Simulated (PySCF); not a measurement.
Saddle point of BNH3ClO, singlet (BNH₃ClO ([NH2][B]([OH])[Cl]) → BNHCl ([NH][B][Cl]) + H₂O (still joined by a long B–O bond); bonds formed: O2–H4; bonds broken: N3–H4; bonds weakened to dative contacts: B1–O2), PBE0-D4/def2-TZVP structure:

| atom | x (Å) | y (Å) | z (Å) |
| --- | --- | --- | --- |
| B1 | -0.2791 | 0.2581 | -0.3547 |
| O2 | 0.5480 | 0.5631 | 0.9331 |
| N3 | -0.4945 | -1.0439 | -0.1723 |
| H4 | 0.3724 | -0.5153 | 0.9735 |
| Cl5 | -0.5653 | 1.6046 | -1.4356 |
| H6 | 1.4700 | 0.8051 | 0.7798 |
| H7 | -1.0514 | -1.6718 | -0.7239 |

Energies are electronic, without zero-point energy. Barriers and step energies count from the start structure reached by relaxing down the imaginary mode; all methods use the PBE0-D4 structures, on which another method's saddle can fall below an end. PySCF 2.14 with density fitting (its default auxiliary sets; JK sets also for MP2 and CCSD(T)); basis: def2-TZVPP, with def2-QZVPP for the basis limit; cores frozen in the correlated methods. B3LYP uses VWN-RPA correlation. Extrapolation: Hartree–Fock as exp(−7.88 √X), correlation as X^−2.97.

| method | barrier (kJ/mol) | step energy (kJ/mol) |
| --- | --- | --- |
| SPW92 | 260.2 | 267.1 |
| PBE-D4 | ? | 267.7 |
| r2SCAN-D4 | 289.9 | 280.2 |
| PBE0-D4 | 291.8 | 282.5 |
| B3LYP-D4 | ? | 280.8 |
| BHLYP-D4 | 318.5 | 296.9 |
| wB97M-V | ? | 280.0 |
| HF | 353.6 | 316.3 |
| MP2 | 290.7 | 277.8 |
| CCSD | 305.7 | 286.0 |
| CCSD(T) | 295.0 | 278.7 |

**Question.** Fill in the withheld barriers. (Judge from chemistry; the value comes from the calculation.)

**Answer.** Computed: B3LYP-D4 295.6; PBE-D4 271.8; wB97M-V 295.0 kJ/mol. Each is the energy of the saddle less that of the start structure, by the same method.

For comparison, the barrier by CCSD(T) at an estimated basis limit (MP2 extrapolated from triple and quadruple zeta, plus CCSD(T) − MP2 in triple zeta) is 295.5 kJ/mol.

T1 diagnostic: at most 0.014.

Labels in which every atom is bracketed show which atoms are joined, not bond orders.

For scale, one of the runs: CCSD(T)/def2-TZVPP, 177 basis functions, launched by `OMP_NUM_THREADS=4 python run.py`. Hardware: 4 CPU threads of an Arm Neoverse V1, shared host. Wall time 4.4 min; peak host memory 1.9 GiB.
